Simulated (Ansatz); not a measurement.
System: sum formula PNH, net charge 1, singlet state. It need not be the lowest isomer of its formula. 
Geometry from a B3LYP-D3(BJ)/def2-TZVP (Ansatz, a first-principles code) optimisation:
```xyz
3

N      0.0000     0.0000    -0.9047
P      0.0000     0.0000     0.5502
H      0.0000     0.0000    -1.9194
```
Charge +1, spin multiplicity 1.

Quantity: vertical ionisation energy (to the doublet state of charge +2; each state is the SCF solution reached for its spin; for the singlet the Hartree-Fock reference is unstable and T1 is 0.019), in eV. Correlated levels leave the core frozen unless marked. Open shells are spin-unrestricted. No spin-orbit coupling. No relativistic terms. Basis-set limits of correlation are two-point, X^-3; Hartree-Fock from the larger set.

```tsv
level	program	vertical ionisation energy (eV)
PBE/def2-TZVPD	Ansatz	20.70
r2SCAN/def2-TZVPD	Ansatz	20.57
CAM-B3LYP/def2-TZVPD	Ansatz	20.51
wB97X-V/def2-TZVPD	Ansatz	…
CCSD/aug-cc-pV(D+d)Z	Ansatz	…
CCSD/def2-TZVPPD	Ansatz	20.44
CCSD(T)/CBS(aug-cc-pV(T+d)Z,aug-cc-pV(Q+d)Z)	Ansatz	…
```

**Question.** Fill in the missing entries.

**Answer.** 
- wB97X-V/def2-TZVPD, vertical ionisation energy (eV): 20.48
- CCSD/aug-cc-pV(D+d)Z, vertical ionisation energy (eV): 20.39
- CCSD(T)/CBS(aug-cc-pV(T+d)Z,aug-cc-pV(Q+d)Z), vertical ionisation energy (eV): 20.76
